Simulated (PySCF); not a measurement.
ClRb, charge +1, multiplicity 2. Atoms are numbered in the order given.

```xyz
2

Rb     0.0000     0.0000    -1.2238
Cl     0.0000     0.0000     2.6637
```
Charge +1, spin multiplicity 2.

Geometry optimised at B3LYP-D3(BJ)/def2-TZVPD. The multiplicity is an assumed one; other spin states were not compared. The def2 effective core potentials stand for the cores of Rb; spin–orbit coupling is left out.

Calculation: M06-2X/def2-TZVPD (PySCF).

The molecule is in vacuum.

- total energy = -484.00997 hartree
- point group = C∞v
- α spin, highest occupied and lowest empty level = -15.24 and -5.08 eV
- β spin, highest occupied and lowest empty level = -14.67 and -8.81 eV
- dipole moment about the centre of nuclear charge = 5.06 D
- ⟨S²⟩ = 0.753 (pure state 0.75)
